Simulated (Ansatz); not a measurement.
Species: CH₃AlF₂O, charge 0, multiplicity 1. 
Structure (B3LYP-D3(BJ)/def2-TZVP (Ansatz, a first-principles code) minimum search):
```
O
C 1 1.4123
H 2 1.0922 1 109.47
H 2 1.0922 3 108.41 1 -119.35
H 2 1.0937 3 108.60 4 -117.82
Al 1 1.6644 2 136.93 3 120.65
F 6 1.6395 1 119.68 2 180.00
F 6 1.6442 7 118.20 1 180.00
```

Wanted: vertical triplet-singlet gap (E(triplet) - E(singlet); each state is the SCF solution reached for its spin), in kJ/mol. Correlated levels leave the core frozen unless marked. Open shells are spin-unrestricted. Spin-orbit coupling is left out. Non-relativistic. CBS(X,Y): correlation extrapolated as X^-3; Hartree-Fock from the larger set. [CCSD(T)-MP2]/basis is that difference in the basis named.

| level | program | vertical triplet-singlet gap (kJ/mol) |
|---|---|---|
| r2SCAN/def2-TZVPD | Ansatz | 580.9 |
| BHLYP/def2-TZVPD | Ansatz | 603.8 |
| CAM-B3LYP/def2-TZVPD | Ansatz | 608.4 |
| CCSD/aug-cc-pV(D+d)Z | Ansatz | (withheld) |
| RI-MP2/CBS(aug-cc-pV(T+d)Z,aug-cc-pV(Q+d)Z)+[CCSD(T)-MP2]/aug-cc-pV(T+d)Z | Ansatz | (withheld) |

Question: Some entries are withheld; supply them.

Answer: 
- CCSD/aug-cc-pV(D+d)Z, vertical triplet-singlet gap (kJ/mol): 629.2
- RI-MP2/CBS(aug-cc-pV(T+d)Z,aug-cc-pV(Q+d)Z)+[CCSD(T)-MP2]/aug-cc-pV(T+d)Z, vertical triplet-singlet gap (kJ/mol): 643.3
